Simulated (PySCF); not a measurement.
**C₆ coefficients of unlike pairs at B3LYP**

Calculated with PySCF 2.14 from the dipole response of each species, C₆(A,B) = (3/π) ∫ α_A(iu) α_B(iu) du, in atomic units, from isotropic polarisabilities. For ions this is the dispersion term alone; charge-induced terms of lower order in 1/R come first.

```tsv
species	configuration	basis	relativity	α (bohr³)	C₆ (like pair)
Zr⁺	[Kr] 4d2 5s1 (4F)	def2-QZVPPD with the def2 core potential (28 electrons) (7s5p4d3f2g)	core potential	55.79	469.2
Bi³⁺	[Xe] 4f14 5d10 6s2 (1S)	aug-cc-pwCVTZ-DK3 with one added diffuse shell each of s, d, f type (12s10p9d6f1g)	spin-free X2C	9.763	59.30
Sc²⁺	[Ar] 3d1 (2D)	aug-cc-pwCVTZ-DK with one added diffuse shell each of s, p, d, f, g type (11s10p8d5f4g)	spin-free X2C	4.997	14.67
```

Problem. Estimate C₆ for Sc²⁺ with Bi³⁺.

Solution. The integral gives 29.46. The combination rule 2 C_A C_B / (C_A α_B/α_A + C_B α_A/α_B) gives 29.48 and the geometric mean 29.50.

No spin-orbit coupling is included.

The other pairs:

```csv
pair,C₆
"Sc²⁺, Zr⁺",70.05
"Bi³⁺, Zr⁺",141.3
```
